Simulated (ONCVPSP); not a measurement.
**Configuration tests for Ru (Z = 44) (ONCV)**

| Item | Value |
| --- | --- |
| Element | Ru |
| Generator | ONCVPSP 4.0.1 |
| Type | optimised norm-conserving Vanderbilt (ONCV) |
| Functional | PW91 |
| Relativity | scalar-relativistic |
| Frozen core | [Kr] |
| Valence charge | 8 |
| Reference configuration | 4d7 5s1 |
| Partial waves | 5s: rc 2.80 bohr, ncon 4, nbas 8, qcut 1.8 1/bohr, 2 projectors, debl 3.8 Ha; p scattering state at 0.09 Ha: rc 2.75 bohr, ncon 3, nbas 7, qcut 3.5 1/bohr, 2 projectors, debl 1.4 Ha; 4d: rc 2.20 bohr, ncon 4, nbas 9, qcut 7.7 1/bohr, 2 projectors, debl 1.5 Ha |
| Local potential | polynomial inside 1.40 bohr (lpopt 1, dvloc0 4 Ha) |
| Core correction | polynomial model core, fcfact 0.4 |

In the p channel the program set the typed energies aside and used 0.050, 1.450 Ha.

Energies are relative to the spin-unpolarised reference configuration 4d7 5s1; without spin polarisation the order of configurations can differ from experiment.

(1) Give the all-electron excitation energy and the error of the potential for: 4d7 5s0; 4d6 5s0; 4d5 5s0; 4d7.5 5s0.5.

Levels in the configuration 4d6 5s0:

```tsv
level	all-electron (eV)	pseudo (eV)
4d	-24.208	-24.355
```

Note: no bound ghost flagged; GHOST(+) flagged for p at 57.7 eV, s at 66.4 eV.

## Answers

(1)

```tsv
valence configuration	charge	ΔE all-electron (eV)	error AE − PS (meV)
4d7 5s0	+1	7.353	-8.3
4d6 5s0	+2	25.609	-72
4d5 5s0	+3	56.304	-359
4d7.5 5s0.5	0	-0.317	-6.0
```
